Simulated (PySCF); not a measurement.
AlFH4OSi, SMILES [F][Al]([SiH3])[OH]. Atoms are numbered in the order given.

```xyz
8

Al    -0.4339     0.2256    -0.2521
F     -1.7221    -0.7011    -0.7689
O     -0.4779     1.8974    -0.5184
H     -1.1768     2.3961    -0.9453
Si     1.4653    -0.7948     0.8570
H      2.4750     0.2374     1.2439
H      2.1250    -1.7914    -0.0446
H      1.0256    -1.5177     2.0920
```
Charge 0, spin multiplicity 1.

Geometry: PBE0-D3(BJ)/def2-SVP. Other conformers were not sampled.

The numbers are results of IEF-PCM-M06-2X/def2-SVP in PySCF, not measurements.

The values are the electrostatic part of the solvation free energy, E(continuum) − E(gas) at the gas-phase geometry, in a cavity of scaled van der Waals radii (PySCF's table); cavitation and dispersion terms are not included. A continuum can't describe solvent molecules that bind to the metal. In vacuum the orbital gap is 9.17 eV. The dipole moment in vacuum is 0.95 D.

| solvent | ε | ΔG(elec) (kcal/mol) | dipole (D) | gap (eV) |
|---|---|---|---|---|
| water | 78.36 | -7.8 | 1.17 | 9.35 |
| acetonitrile | 35.69 | -7.6 | 1.16 | 9.35 |
| 2-propanol | 19.26 | -7.3 | 1.15 | 9.34 |
